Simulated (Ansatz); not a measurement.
System: ZnF$_{2}$ (charge 0, singlet). 
Structure (B3LYP-D3(BJ)/def2-TZVP (Ansatz, an electronic-structure program) minimum search):
```xyz
3

Zn     0.0000     0.0000     0.0000
F      0.0000     0.0000    -1.7405
F      0.0000     0.0000     1.7405
```

Quantity: vertical electron affinity (to the doublet state of charge -1; a negative value means that the extra electron is unbound and the number depends on the basis; each state is the SCF solution reached for its spin), in eV. Cores are frozen in the correlated levels unless marked. UHF or UKS for open shells. No spin-orbit coupling. The frozen core is the preceding noble-gas configuration, with the filled d and f shells of earlier blocks. Non-relativistic. Anions need diffuse functions: def2-D sets add few. 

```tsv
level	program	vertical electron affinity (eV)
SVWN5/def2-TZVPD	Ansatz	0.55
PBE/def2-TZVPD	Ansatz	0.33
r2SCAN/def2-TZVPD	Ansatz	0.26
B3LYP/def2-TZVPD	Ansatz	0.38
PBE0/def2-TZVPD	Ansatz	0.22
BHLYP/def2-TZVPD	Ansatz	0.15
CAM-B3LYP/def2-TZVPD	Ansatz	0.31
wB97M-V/def2-TZVPD	Ansatz	0.06
wB97X-V/def2-TZVPD	Ansatz	0.01
wB97X/def2-TZVPD	Ansatz	0.01
CCSD/def2-SVPD	Ansatz	-0.11
CCSD/def2-TZVPPD	Ansatz	-0.03
CCSD(T)/def2-SVPD	Ansatz	-0.06
CCSD(T)/def2-TZVPPD	Ansatz	0.04
```
